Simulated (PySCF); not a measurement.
# Magnetisability and related constants of `CN(C)C(=O)C1=C[C@H](F)C1`, C7H10FNO

Method: GIAO CAM-B3LYP/3-21G magnetisability, rotational g tensor and spin-rotation constants, non-relativistic, gas phase (PySCF). Geometry: GFN2-xTB.

Input:
```
{"job": {"kind": "mag", "xc": "CAM-B3LYP", "basis": "3-21G"}, "charge": 0, "multiplicity": 1}
C     -2.842974    -0.624610    -0.176722
N     -1.507349    -0.078211    -0.118271
C     -1.424707     1.339330     0.120412
C     -0.450028    -0.904459    -0.286526
O     -0.574189    -2.092009    -0.539682
C      0.905481    -0.328154    -0.137052
C      1.566353     0.386288     0.782948
C      2.904655     0.163231     0.134328
F      3.552057     1.289001    -0.314556
C      2.141997    -0.629555    -0.954951
H     -3.366577    -0.444002     0.764630
H     -2.762746    -1.695861    -0.349931
H     -3.406922    -0.166240    -0.992128
H     -1.646276     1.572041     1.166361
H     -2.156597     1.851678    -0.507989
H     -0.432970     1.711137    -0.121935
H      1.294908     0.902889     1.684063
H      3.633766    -0.407153     0.716635
H      2.401557    -1.681134    -1.048340
H      2.165412    -0.153530    -1.932815
```
Coordinates are in Å.

Command: `OMP_NUM_THREADS=1 python excited_run.py task.json out`

Problem. What does the run print?

Solution. Atoms count from 0.
```
coarse grid: 17040 points
cycle   1  E = -499.2566829241  dE =  1.883e+00  |g| = 9.996e-01  |ddm| = 4.618e+00
cycle   2  E = -498.8293616618  dE =  4.273e-01  |g| = 1.834e+00  |ddm| = 3.208e+00
cycle   3  E = -499.4571328289  dE = -6.278e-01  |g| = 1.911e-01  |ddm| = 2.256e+00
cycle   4  E = -499.4630742902  dE = -5.941e-03  |g| = 8.465e-02  |ddm| = 2.569e-01
cycle   5  E = -499.4642809934  dE = -1.207e-03  |g| = 1.526e-02  |ddm| = 8.323e-02
cycle   6  E = -499.4643394338  dE = -5.844e-05  |g| = 5.984e-03  |ddm| = 2.873e-02
cycle   7  E = -499.4643494579  dE = -1.002e-05  |g| = 1.520e-03  |ddm| = 1.208e-02
cycle   8  E = -499.4643501870  dE = -7.291e-07  |g| = 6.569e-04  |ddm| = 3.256e-03
final grid: 165984 points
cycle   9  E = -499.5228221377  dE = -1.682e-05  |g| = 3.549e-03  |ddm| = 1.604e-02
cycle  10  E = -499.5228219933  dE =  1.444e-07  |g| = 3.937e-03  |ddm| = 7.202e-03
cycle  11  E = -499.5228246926  dE = -2.699e-06  |g| = 3.153e-04  |ddm| = 3.752e-03
cycle  12  E = -499.5228247108  dE = -1.815e-08  |g| = 1.860e-04  |ddm| = 4.765e-04
cycle  13  E = -499.5228247176  dE = -6.864e-09  |g| = 7.142e-05  |ddm| = 2.803e-04
cycle  14  E = -499.5228247187  dE = -1.048e-09  |g| = 2.020e-05  |ddm| = 9.063e-05
cycle  15  E = -499.5228247188  dE = -9.163e-11  |g| = 6.904e-06  |ddm| = 3.253e-05
converged SCF energy = -499.5228247188

Magnetisability tensor (1e-30 J/T^2)
    -1303.40      -32.31        0.65
      -32.31    -1324.20       74.13
        0.65       74.13    -1416.71
isotropic -1348.10   principal values   -1459.57  -1321.68  -1263.05
isotropic susceptibility -81.184 1e-6 cm^3/mol

Inertial axes            a          b          c
rot. const./GHz      2.9404     0.7448     0.6335
chi total           -79.348    -77.096    -87.109
chi diamagnetic    -537.537  -1674.161  -1959.064
chi paramagnetic    458.190   1597.065   1871.955
quadrupole/D A        0.083     -3.137      3.055
g nuclear            0.5981     0.5499     0.5514
g electronic        -0.6329    -0.5588    -0.5571
g total             -0.0348    -0.0089    -0.0057

Spin-rotation constants (kHz, H = +C I.J)
atom  isotope        aa         bb         cc
  1    14N        0.182      0.060      0.025
  8    19F        1.105      0.301      0.165
 10     1H       -0.264     -0.058     -0.025
 11     1H       -0.264      0.022     -0.067
 12     1H       -0.273     -0.073     -0.013
 13     1H       -0.302     -0.061     -0.007
 14     1H       -0.194     -0.068     -0.028
 15     1H        0.065     -0.075     -0.066
 16     1H       -0.298     -0.011     -0.021
 17     1H       -0.141     -0.058     -0.021
 18     1H       -0.349      0.033     -0.073
 19     1H       -0.348     -0.091      0.026
  0    13C*       0.298      0.111      0.076
  3    13C*       1.256      0.219      0.116
  4    17O*      -1.285     -0.450     -0.008
  5    13C*       1.184      0.169      0.146
  6    13C*       1.071      0.172      0.134
  7    13C*       0.653      0.135      0.114
  9    13C*       0.353      0.114      0.092
* in the singly substituted isotopologue
```

It took 85 s wall time (65 s CPU) on 1 thread of an Intel Xeon, shared host, peak memory 0.72 GiB.
